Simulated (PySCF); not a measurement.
Cartesian coordinates in Å; atom numbers follow the order of the lines, from 1:
```xyz
17

C     5.781    3.839    6.040
C     5.738    4.376    4.620
C     4.388    4.111    3.950
C     6.897    3.900    3.760
S     5.800    6.214    4.703
O     5.876    6.758    3.362
O     4.814    6.692    5.651
Cl    7.688    6.545    5.600
H     5.681    2.743    6.003
H     4.957    4.245    6.643
H     6.733    4.082    6.532
H     4.255    3.022    3.863
H     4.349    4.548    2.943
H     3.559    4.515    4.548
H     6.818    2.809    3.640
H     7.865    4.128    4.228
H     6.869    4.364    2.764
```

Geometry: PBE0-D3(BJ)/def2-SVP; GIAO shifts from PySCF, gas phase, non-relativistic, averaged over equivalent atoms.

At BLYP/pcSseg-1 (195 basis functions, 71 s wall time on 1 thread of an Intel Xeon Platinum 8259CL, shared host):
| atoms | δ (ppm) |
| --- | --- |
| C2 | 87.3 |
| C1/C3/C4 | 27.1 |
| S5 | 422.9 |
| O6/O7 | 338.8 |
| Cl8 | 611.8 |
| H9/H10/H11/H12/H13/H14/H15/H16/H17 | 1.52 |

δ = σ(ref) − σ, references computed at the same level: ¹³C (σref 175.31) and ¹H (σref 31.36) vs TMS; ³³S (σref 481.97) vs CS2; ¹⁷O (σref 333.67) against H2O; ³⁵Cl (σref 920.86) vs HCl.

Problem. What do these become at B97-D/pcSseg-1?

Solution. 
```json
{"atoms": "C2", "δ at B97-D/pcSseg-1": "84.0", "change": "-3.3"}
{"atoms": "C1/C3/C4", "δ at B97-D/pcSseg-1": "26.3", "change": "-0.8"}
{"atoms": "S5", "δ at B97-D/pcSseg-1": "412.9", "change": "-10.0"}
{"atoms": "O6/O7", "δ at B97-D/pcSseg-1": "323.9", "change": "-14.9"}
{"atoms": "Cl8", "δ at B97-D/pcSseg-1": "592.2", "change": "-19.6"}
{"atoms": "H9/H10/H11/H12/H13/H14/H15/H16/H17", "δ at B97-D/pcSseg-1": "1.54", "change": "+0.02"}
```

Referencing at the same level of theory: ¹³C (σref 179.17) and ¹H (σref 31.41) against TMS; ³³S (σref 497.29) against CS2; ¹⁷O (σref 330.37) against H2O; ³⁵Cl (σref 925.42) vs HCl.

The largest change is at Cl8 (chlorine bonded to S). Cost: 195 basis functions, 79 s wall time on 1 thread of an Intel Xeon Platinum 8259CL, shared host.

Unscaled 17O shifts of doubly bonded oxygen tend to come out too high, by tens of ppm or more. Experimental scales use liquid or dissolved standards, which lie at an offset from isolated H2O (liquid H2O: subtract about 36 ppm).
